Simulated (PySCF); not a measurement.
PySCF input file for B(GeH3)(H)2 (BGeH₅), SMILES [BH2][GeH3], KT2/pcSseg-2. Geometry: ωB97X-D3(BJ)/def2-TZVP.

```python
import numpy as np
from pyscf import gto, scf, dft
from pyscf.prop.nmr import rks as nmr

mol = gto.M(
    atom='''
    B    -1.72626963    0.01525431    0.00000000
    Ge    0.33279532    0.00210952    0.00000000
    H     0.94056186    0.66523557    1.24478560
    H     0.94056185    0.66523557   -1.24478560
    H     0.77954987   -1.47198409   -0.00000001
    H    -2.33938781   -0.00113162   -1.02492296
    H    -2.33938782   -0.00113163    1.02492295
    ''',
    basis='pcSseg-2',
    charge=0,
    spin=0,
    max_memory=1600,
    verbose=3,
)
mf = dft.RKS(mol, xc='kt2').density_fit(auxbasis='def2-universal-jkfit')
mf.grids.level = 3
mf.conv_tol = 1e-10
mf.max_cycle = 100
mf.kernel()
n = nmr.NMR(mf)
n.verbose = 2
n.max_cycle_cphf = 60
sigma = n.kernel()
print('atom   isotropic/ppm   span/ppm')
for i, s in enumerate(sigma):
    w = np.linalg.eigvalsh((s + s.T) / 2)
    print(f'{mol.atom_symbol(i):2s}{i + 1:3d} {w.mean():14.3f} {w[2] - w[0]:11.3f}')
```

Output:

```
converged SCF energy = -2113.91995435354
atom   isotropic/ppm   span/ppm
B   1        -24.258     299.697
Ge  2       1667.888      93.569
H   3         27.431      16.373
H   4         27.431      16.373
H   5         27.562      16.414
H   6         20.470      20.250
H   7         20.470      20.250
```

The calculation finished and met its thresholds.

Cost: around 70 core-seconds (rough).
